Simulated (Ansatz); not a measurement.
Computed with Ansatz on PBE0-D4/def2-TZVP structures; ΔE is electronic, products minus reactants. CCSD(T)/CBS adds triple-zeta CCSD(T) − MP2 to the extrapolated MP2 energy (def2 sets, frozen cores). Functionals use def2-TZVPP. B3LYP here is the variant with VWN-RPA as its local correlation; programs differ in this. One conformer a species, not always the lowest.

Consider the redistribution: `CCBBO` + `OCN[SiH3]` → `OBCO` + `CCBN[SiH3]`.

| level | ΔE (kJ/mol) | difference from CCSD(T)/CBS |
| --- | --- | --- |
| B3LYP-D4 | -210.3 | 3.8 |
| ωB97X-V | -206.1 | 8.0 |
| B2PLYP | -214.2 | -0.1 |
| B3LYP | -210.3 | 3.8 |
| HF/def2-TZVPP | -209.7 | 4.4 |
| MP2/def2-TZVPP | -219.3 | -5.2 |
| SCS-MP2/def2-TZVPP | -214.6 | -0.5 |
| HF/def2-QZVPP | -210.0 | 4.1 |
| HF/CBS(def2) | -210.0 | 4.1 |
| CCSD/CBS(def2) | -213.3 | 0.8 |
| CCSD(T)/CBS | -214.1 | 0 |

Largest T1 diagnostic among the species: 0.012.

From PBE to PBE0 (25 % exact exchange), in def2-TZVPP and without D4, ΔE moves by −3.7 kJ/mol. In def2-TZVPP, CCSD(T) changes the Hartree–Fock value by −3.2 kJ/mol (the triples alone add −0.8 kJ/mol) and MP2 by −9.6 kJ/mol.
